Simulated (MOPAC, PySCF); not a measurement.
H$_{3}$BS$_{3}$, SMILES `SB(S)S`, neutral singlet in the gas phase. 

Cartesian coordinates (Å):
```xyz
7

S      1.7213    -1.1989     0.1216
B      0.1659    -0.2891     0.0135
S      0.2133     1.5108    -0.0070
S     -1.3177    -1.3103    -0.0649
H      2.5395    -0.1388     0.1601
H     -1.1008     1.7524    -0.0902
H     -2.2215    -0.3262    -0.1331
```
Charge 0, multiplicity 1.

All levels are single points at this geometry (CAM-B3LYP-D3(BJ)/def2-TZVP); Pople sets use spherical d functions. Orbital energies aren't observables, and empty levels follow the basis.

```
level                                HOMO (eV)  LUMO (eV)  gap (eV)  dipole (D)  vertical IE, Delta-SCF (eV)
-----------------------------------  ---------  ---------  --------  ----------  ---------------------------
CAM-B3LYP-D3(BJ)/def2-TZVP in PySCF      -8.82       0.39      9.21        1.67                         9.69
PBE-D3(BJ)/def2-TZVP in PySCF            -6.36      -1.58      4.78        1.57                            –
TPSSh-D3(BJ)/def2-TZVP in PySCF          -6.92      -1.13      5.79        1.62                         9.39
B3LYP/3-21G in PySCF                     -7.38      -0.80      6.59        2.31                            –
B3LYP/6-311+G** in PySCF                 -7.33      -1.09      6.24        1.83                            –
B3LYP/LANL2DZ in PySCF                   -7.39      -0.70      6.68        2.51                            –
M06-2X/6-31G* in PySCF                   -8.61       0.18      8.79        1.93                            –
PBE/6-31G* in PySCF                      -6.27      -1.42      4.85        1.91                            –
SVWN5/6-31G* in PySCF                    -6.35      -1.59      4.77        1.99                            –
HF/STO-3G in PySCF                       -7.16       7.78     14.95        1.59                            –
AM1 in MOPAC                             -9.49      -0.85      8.64        2.26                            –
PM3 in MOPAC                             -9.49      -0.55      8.94        2.27                            –
PM7 in MOPAC                             -9.27      -2.12      7.15        2.15                            –
```
